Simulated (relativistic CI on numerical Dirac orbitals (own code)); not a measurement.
# What each ingredient does to the levels of Lu60+

Base calculation: Dirac-Coulomb-Breit CI, orbitals from a KLI potential per configuration, a model potential for QED, unscaled Slater integrals.

CI space (outside the closed core [Ne]): 3s, 3p, 3d, 4s, 4p, 4d, 4f, 5s, 5p, 5d, 5f, 5g, 6s, 6p, 6d, 7s, 7p. Levels of other configurations are missing.

Variants: (1) P86 correlation estimate. Shifts of the energy above 3s 2S_1/2, in eV, for the lowest level and the first level of each name with at least 55 % of one term (blank where a level changes its place among those of its configuration and J or its character, or is not in the variant):

```csv
Level,Base,Δ(1)
3s 2S_1/2,0.00,0.00
3p 2P°_1/2,149.82,+0.08
3p 2P°_3/2,457.26,+0.08
3d 2D_3/2,634.86,-0.23
3d 2D_5/2,704.99,-0.23
4s 2S_1/2,2940.63,-0.10
4p 2P°_1/2,3002.55,-0.04
4p 2P°_3/2,3128.37,-0.04
4d 2D_3/2,3195.75,-0.09
4d 2D_5/2,3226.07,-0.09
4f 2F°_5/2,3261.54,+0.30
4f 2F°_7/2,3274.82,+0.30
5s 2S_1/2,4249.38,+0.15
5p 2P°_1/2,4280.48,+0.17
5p 2P°_3/2,4343.75,+0.17
5d 2D_3/2,4376.72,+0.12
5d 2D_5/2,4392.36,+0.12
5f 2F°_5/2,4409.92,+0.13
5f 2F°_7/2,4416.74,+0.13
5g 2G_7/2,4419.17,+0.02
5g 2G_9/2,4423.23,+0.02
6s 2S_1/2,4943.09,+0.28
```

At this charge energies of transitions that change n are usually good to better than 1 %, and those within a shell (Δn = 0) to a few per cent.

Ionisation energy from the two ground configurations alone: base 6452.36 eV. The NIST ASD value (theoretical) is 6452 eV.
